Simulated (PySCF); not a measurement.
Compound: C2H11AsB2.
Numbering: `[CH3:1][B:2]([CH3:3])[BH2-:4][AsH3+:5]` (hydrogens: H6, H7, H8 on C1; H9, H10, H11 on C3; H12, H13 on B4; H14, H15, H16 on As5)

A linear-response calculation (PySCF, def2-SVPD basis, gas phase, vertical, core orbitals frozen in the response) gave these numbers; the functional is withheld.

Orbital energies (eV): HOMO-3 -10.85, HOMO-2 -10.44, HOMO-1 -9.86, HOMO -8.73, LUMO 1.49, LUMO+1 1.81, LUMO+2 2.10.

| state | E (eV) | f | main configurations (H = HOMO, L = LUMO) |
| --- | --- | --- | --- |
| S1 | 5.27 | 0.0019 | H→L+1 (79%), H→L+4 (8%) |
| S2 | 6.41 | 0.0050 | H→L (89%) |
| S3 | 6.48 | 0.0013 | H-1→L+1 (72%) |
| S4 | 6.66 | 0.0001 | H→L+3 (47%), H→L+4 (30%), H→L+1 (11%) |
| S5 | 6.84 | 0.036 | H→L+4 (55%), H→L+3 (28%) |
| S6 | 6.90 | 0.099 | H→L+2 (75%), H→L+3 (15%) |

Triplets (Tamm–Dancoff): T1 4.64 eV, H→L+1 (77%), H→L+4 (9%); T2 6.05 eV, H-1→L+1 (67%), H-3→L+1 (9%); T3 6.24 eV, H→L (65%), H→L+2 (11%); T4 6.44 eV, H→L+4 (33%), H→L+2 (26%), H→L (21%).

Vertical ionisation energy by ΔSCF with the same functional: 8.78 eV. Mean static polarisability: 91.3 au.

**Question.** Name the functional.
A. PBE0
B. wB97X-D
C. HF
D. PBE

**Answer.** B. wB97X-D is range-separated, 22% exact exchange at short range and 100% at long range (ω = 0.2 bohr⁻¹). In this run −ε(HOMO) = 8.73 eV differs from the ΔSCF value by -0.04 eV, and S1 differs from the orbital gap of 10.23 eV by -4.96 eV. The ratio −ε(HOMO)/IP is 0.99. Small neutral molecules mostly give 0.89 to 0.99 with wB97X-D, 0.5 to 0.7 with PBE, 0.7 to 0.83 with PBE0; Hartree–Fock can't fall below 1, since the ion's relaxation only lowers the ΔSCF value.

Computed, not measured: TDDFT wB97X-D/def2-SVPD, vertical, gas phase, core orbitals frozen in the response in PySCF 2.14.0, density-fitted response routines. The structure is a single PBE0-D3(BJ)/def2-SVP conformer in the gas phase; no vibrational or solvent corrections. Relativistic effects, spin–orbit coupling among them, are left out although an element past zinc is present.

Conformer computed: `[CH3:1][B:2]([CH3:3])[BH2-:4][AsH3+:5]`: C1–B2–B4–As5 -174°.
